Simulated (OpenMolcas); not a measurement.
A run on Sm III.

```json
{
 "Program": "OpenMolcas",
 "Method": "SS-CASPT2, IPEA 0.6 Eh, no level shift (closed shells correlated: 4d 5s 5p)",
 "Basis": "ANO-RCC-VTZP [8s7p5d3f2g1h]",
 "Scalar Hamiltonian": "DKH2, point nucleus",
 "Active space": "6 electrons in 7 orbitals (4f)",
 "State averaging": "2S+1 = 7 even, 7 roots; 2S+1 = 5 even, 22 roots kept (CI in the orbitals of an earlier block)",
 "Spin-orbit coupling": "RASSI with atomic mean-field integrals over the reference wave functions, term energies averaged over their components"
}
```

First CASPT2 step and the start of its output:

```
&CASPT2
Multistate=7 1 2 3 4 5 6 7
Frozen=9 9
IPEA=0.6
MaxIter=60
WThr=0.0 0.3 0.05
PrWF=0.5
NoMix
```

```
--- CASPT2 ---
Orbital specifications:
      -----------------------

      Symmetry species                           1   2
                                                ag  au
      Frozen orbitals                            9   9
      Inactive orbitals                          6   3
      Active orbitals                            0   7
      Secondary orbitals                        36  34
      Deleted orbitals                           0   0
      Number of basis functions                 51  53
Type of calculation                        MS-CASPT2
      Fock operator                              state-specific
      IPEA shift                                 0.60
      Real shift                                 0.00
      Imaginary shift                            0.00
      The input orbitals will be transformed to quasi-canonical
Reference energy:      -10417.8803599406
      E2 (Non-variational):      -0.9200196123
      E2 (Variational):          -0.9200195731
      Total energy:          -10418.8003795137
      Residual norm:              0.0000005454
      Reference weight:           0.86718
      Contributions to the CASPT2 correlation energy
      Active & Virtual Only:         -0.1106206130
      One Inactive Excited:          -0.3880193918
      Two Inactive Excited:          -0.4213796075
Reference energy:      -10417.8803599406
      E2 (Non-variational):      -0.9201473514
      E2 (Variational):          -0.9201473318
      Total energy:          -10418.8005072724
      Residual norm:              0.0000003710
      Reference weight:           0.86683
      Contributions to the CASPT2 correlation energy
      Active & Virtual Only:         -0.1107570532
      One Inactive Excited:          -0.3880073093
...
```

Over all roots the printed reference weights run from 0.41 to 0.87, and roots that are degenerate in the reference spread by up to 340 cm-1.

Question: Did the run give usable levels, and if not, why?

Answer: No. The equations converged, but the reference weight falls to 0.41 for at least one root against 0.87 for the best. A drop of that size marks an intruder state, so the energies of such roots and the levels built on them can't be trusted.
